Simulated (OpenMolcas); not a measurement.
**What dynamic correlation does to the levels of Co II**

- Program: OpenMolcas 26.06
- Basis: ANO-R3 [8s5p5d3f2g1h]
- Scalar Hamiltonian: X2C, finite nucleus
- Active space: 8 electrons in 6 orbitals (3d 4s)
- State averaging: 2S+1 = 3 even, 55 roots; 2S+1 = 5 even, 10 roots kept (CI in the orbitals of an earlier block); 2S+1 = 1 even, 33 roots kept (CI in the orbitals of an earlier block)
- Spin-orbit coupling: state interaction with AMFI integrals over the reference wave functions, term energies averaged over their components

Methods on the same reference wave functions:
A. CASSCF
B. SS-CASPT2, IPEA 0.25 Eh, imaginary shift 0.1 Eh (closed shells correlated: 3s 3p)
C. MS-CASPT2, IPEA 0.25 Eh, imaginary shift 0.1 Eh (closed shells correlated: 3s 3p)

Energies in cm⁻¹ above 3d⁸ ³F₄, the measured ground level; measured values from NIST Handbook of Basic Atomic Spectroscopic Data.

| Level | A | B | C | Measured |
| --- | --- | --- | --- | --- |
| 3d⁷ 4s ⁵F₅ | -25985 | 478 | 510 | 3350 |
| 3d⁷ 4s ⁵F₄ | -25332 | 1127 | 1159 | 4029 |
| 3d⁷ 4s ⁵F₃ | -24817 | 1643 | 1675 | 4561 |
| 3d⁷ 4s ⁵F₂ | -24437 | 2020 | 2060 | 4950 |
| 3d⁷ 4s ⁵F₁ | -24186 | 2270 | 2310 | 5205 |
| 3d⁷ 4s ³F₄(1) | -17512 | 6340 | 6370 |  |
| 3d⁷ 4s ³F₃(1) | -16632 | 7220 | 7250 |  |
| 3d⁷ 4s ³F₂(1) | -16013 | 7830 | 7860 |  |
| 3d⁷ 4s ⁵P₃ | -7289 | 15760 | 15790 |  |
| 3d⁷ 4s ⁵P₂ | -7008 | 15990 | 16050 |  |
| 3d⁷ 4s ⁵P₁ | -6697 | 16320 | 16370 |  |
| 3d⁷ 4s ³G₅ | -5269 | 18530 | 18570 |  |
| 3d⁷ 4s ³G₄ | -4894 | 18890 | 18930 |  |
| 3d⁷ 4s ³G₃ | -4510 | 19300 | 19330 |  |
| 3d⁷ 4s ¹G₄ | -858 | 21690 | 21720 |  |
| 3d⁸ ³F₄ | 0.0 | 0.0 | 0.0 | 0.0 |
| 3d⁷ 4s ³H₆ | 893 | 24530 | 24560 |  |
| 3d⁸ ³F₃ | 1030 | 1030 | 1032 | 950 |
| 3d⁷ 4s ³H₅ | 1235 | 24850 | 24890 |  |
| 3d⁷ 4s ³P₂(2) [58 %] | 1282 | 21820 | 21430 |  |
| 3d⁷ 4s ³H₄ | 1659 | 25250 | 25280 |  |
| 3d⁸ ³F₂ | 1757 | 1736 | 1727 | 1597 |
| 3d⁷ 4s ³D₃ | 2953 | 24830 | 24860 |  |
| 3d⁷ 4s ³D₂ | 3605 | 25350 | 25460 |  |

A puts 3d⁷ 4s ⁵F₅ lowest.

Deviations, from unrounded energies. A percentage is the sum of absolute deviations over the sum of measured energies, with the sign that they share, or ± where signs differ.

| Against measurement | Levels | A | B | C |
| --- | --- | --- | --- | --- |
| mean absolute deviation (cm-1) | 7 | 21000 | 2100 | 2100 |
| fine structure of the ground term (%) | 2 | +9.4 | +8.6 | +8.3 |
| other configurations (%) | 5 | -664.6 | -65.9 | -65.1 |

B, C lie about equally close to measurement and A furthest from it. The largest miss of C in the table is 3d⁷ 4s ⁵F₁, by -2900 cm-1. The ranking rests on the paired levels alone, and a cruder setting can come out closer through cancelling errors.

Between B and C the level of the table that moves most is 3d⁷ 4s ³P₂(2) [58 %], by 390 cm-1 (lowest in C, highest in B). Moves below CASPT2's spread within the term are not significant.

The mean deviations of B to C differ by less than CASPT2's widest spread within a term (3100 cm-1), so their order carries little weight.

The lowest spin-free term lies below A's lowest term by 0.710 hartree in B, 0.711 hartree in C.

CASPT2 breaks the degeneracy within a term, and the mean is taken; among the terms shown or strongly mixed into the levels shown the widest spread is 3100 cm-1 (3d⁸ ³F, C). Over all roots computed the reference weight is 0.86 to 0.92 in B, 0.86 to 0.92 in C; the roots of lowest weight are the least certain, and an intruder state may touch them. Terms from blocks run as CI alone lack orbitals of their own. A single d shell beside an s shell can misplace configurations of different d count against each other. The CASPT2 spread within a term exceeds the gap to the next term for 3d⁸ ³F and 3d⁷ 4s ⁵F, so the order of their levels is uncertain, and so are names and mixing where such terms share a J (figures for B; the like holds for C). Without dynamic correlation excited terms often stand tens of per cent too high (terms of higher spin than the ground term too low), and those without a measured partner can miss by more than the paired ones (holds for A). The lowest computed level is not the ground level that NIST lists (3F4) (holds for A). Computed and measured levels are paired by configuration, term and J; levels that our copy of the source lacks, or whose pairing is in doubt (as where it misses far off the trend of its configuration), stay unpaired and out of the deviations. Levels of configurations outside the active space are missing. The table leaves out levels that lie high or whose names do not pair safely across all columns.

A share in square brackets marks a mixed level and gives the weight of the term that names it, the lowest over the columns. A number in round brackets counts repeated terms of one configuration in the order of the reference energies.
